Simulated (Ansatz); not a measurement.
Consider the isomerisation: `F[SiH2]C[SiH](F)F` → `C[SiH](F)[SiH](F)F`.

Calculated with Ansatz (gas phase, PBE0-D4/def2-TZVP geometries, no zero-point term in ΔE). CCSD(T)/CBS adds triple-zeta CCSD(T) − MP2 to the extrapolated MP2 energy (def2 sets, frozen cores). Functionals use def2-TZVPP. B3LYP here is the variant with VWN-RPA as its local correlation; programs differ in this. One conformer a species, not always the lowest.

| level | ΔE (kJ/mol) | difference from CCSD(T)/CBS |
| --- | --- | --- |
| PBE-D4 | 24.5 | -17.7 |
| r2SCAN-D4 | 37.5 | -4.7 |
| PBE0-D4 | 31.5 | -10.7 |
| B3LYP-D4 | 33.8 | -8.4 |
| ωB97X-V | 37.3 | -4.9 |
| ωB97M-V | 45.1 | 2.9 |
| B2PLYP | 39.3 | -2.9 |
| PBE | 23.7 | -18.5 |
| r2SCAN | 37.4 | -4.8 |
| PBE0 | 30.9 | -11.3 |
| B3LYP | 32.5 | -9.7 |
| HF/def2-TZVPP | 45.7 | 3.5 |
| MP2/def2-TZVPP | 49.9 | 7.7 |
| SCS-MP2/def2-TZVPP | 47.7 | 5.5 |
| CCSD/def2-TZVPP | 44.1 | 1.9 |
| CCSD(T)/def2-TZVPP | 43.7 | 1.5 |
| HF/def2-QZVPP | 46.0 | 3.8 |
| MP2/def2-QZVPP | 49.1 | 6.9 |
| SCS-MP2/def2-QZVPP | 46.9 | 4.7 |
| HF/CBS(def2) | 46.0 | 3.8 |
| MP2/CBS(def2) | 48.5 | 6.3 |
| CCSD/CBS(def2) | 42.7 | 0.5 |
| CCSD(T)/CBS | 42.2 | 0 |

Largest T1 diagnostic among the species: 0.012.

From PBE to PBE0 (25 % exact exchange), in def2-TZVPP and without D4, ΔE moves by +7.2 kJ/mol.

CCSD(T)/CBS has its own doubt, a few kJ/mol and more with outer-core shells, so smaller differences from it don't rank the levels.
